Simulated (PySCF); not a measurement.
## Assigning NMR signals

Bonds (- single, = double, # triple, : aromatic): C1-C2 1.499 Å, C2=C3 1.325 Å, C3-F4 1.347 Å, C2-Si5 1.884 Å, Si5-C6 1.871 Å, C6#N7 1.145 Å. C1 carries H8, H9, H10; C3 carries H11; Si5 carries H12, H13. Stereochemistry as in C/C(=C\F)[SiH2]C#N.

How the numbers were obtained: GFN2-xTB structure, shieldings: GIAO PBE0/pcSseg-1, in PySCF (no solvent, non-relativistic Hamiltonian, averaged over atoms made equivalent by symmetry, fast rotation or ring inversion, a single conformation).

References, each an isolated molecule treated in the same way: 13C and 1H vs TMS.

Task: Assign these signals to the numbered atoms. 13C{1H} NMR (computed): δ 163.5 (CH), 122.8 (C), 112.9 (C), 12.9 (CH3).

Result: 
163.5 → C3, alkene CH: as expected for a trigonal carbon in a double bond
122.8 → C6, nitrile carbon: C≡N carbons fall here, among the sp2 signals but without a proton
112.9 → C2, fully substituted alkene carbon: an sp2 carbon of a C=C bond
12.9 → C1, allylic methyl carbon: aliphatic region, no heteroatom directly attached

Task: Assign these signals to the numbered atoms. 1H NMR (600 MHz, computed): δ 6.82 (m, 1H), 4.60 (s, 2H), 2.13 (s, 3H).

Result: 
```tsv
δ (ppm)	atoms	environment	reason
6.82	H11	hydrogen on an alkene CH	a vinylic proton, deshielded by the sp2 carbon and the C=C anisotropy
4.60	H12/H13	hydrogen on a silicon bonded to 2 C	–
2.13	H8/H9/H10	hydrogen on an allylic methyl carbon	allylic position
```

Splittings by 19F in the carbon and heteronuclear signals aren't shown, as no couplings were computed. Shifts are as computed. Against solution values, carbons near 30 ppm lie about +3 ppm off and those near 130 ppm about +5 ppm. Of 1309 compounds with measured shifts, 239 miss one by over three times the rms of a fit or turn the order of signals round; such compounds aren't used in these exercises. No couplings were computed; multiplicities are counted from neighbouring protons, with m where these are inequivalent, close in shift, in a saturated or five-membered ring or joined by F or P, and br s for small geminal =CH2 splittings.
